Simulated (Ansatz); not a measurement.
Basis-set extrapolation for `[SiH3][Al]([SiH3])[SiH3]` (PBE0-D4/def2-TZVP geometry, frozen core, the Gaussian-basis code of Ansatz). Multiplicity 1, RHF reference.

```json
{"": "HF", "def2-TZVPP": "-1113.970389", "def2-QZVPP": "-1114.003874"}
{"": "MP2 correlation", "def2-TZVPP": "-0.460650", "def2-QZVPP": "-0.493568"}
{"": "CCSD(T) correlation", "def2-TZVPP": "-0.565399", "def2-QZVPP": "not run"}
```

Energies in hartree. Use E(X) = E(∞) + A·exp(−7.88·√X) for Hartree–Fock and E(X) = E(∞) + B·X^(−2.97) for correlation, with X = 3 and 4, and add CCSD(T) minus MP2 of the smaller set to the MP2 limit.

Problem. What is the CCSD(T) energy at the basis-set limit?

Solution. HF limit: -1114.003874 + (-0.033485) × 0.13774 = -1114.00849. MP2 limit: -0.493568 + (-0.032918) × 0.74074 = -0.51795. Higher-order term: -0.565399 − (-0.460650) = -0.10475. Total: -1114.63119 hartree, 250.5 kJ/mol below CCSD(T)/def2-TZVPP.
